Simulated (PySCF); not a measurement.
# Vibration and rotation of BiCl⁺

UHF-CCSD(T) constants of BiCl⁺, ²Π (doublet), unpaired electrons π ↑ (basis Bi def2-SVPD with ECP60, Cl def2-SVPD; scalar-relativistic core potentials; PySCF 2.14; masses 208.9804 and 34.9689 u):

```
ωe   : 382.1 cm⁻¹
ωexe : 1.02 cm⁻¹
Be   : 0.097419 cm⁻¹
αe   : 0.000354 cm⁻¹
```

Q: What force constant and bond length do these constants imply?

A: Reduced mass μred = 29.956 u; k = 5.8918×10⁻⁷·μred·ωe² (u, cm⁻¹, mdyn/Å) = 2.58 mdyn/Å; Re = √(16.8576/(μred·Be)) (u, cm⁻¹, Å) = 2.403 Å.

Q: Estimate the centrifugal constant D from the Kratzer relation and find the Dunham coefficient a1.

A: D = 4Be³/ωe² = 2.53e-08 cm⁻¹; a1 = −1 − αeωe/(6Be²) = -3.38.

Correlated steps freeze 9 core orbitals. Spin–orbit coupling is left out, which matters for elements this heavy, above all for dissociation energies. The state was picked by a PBE0 search and need not be the measured ground state.
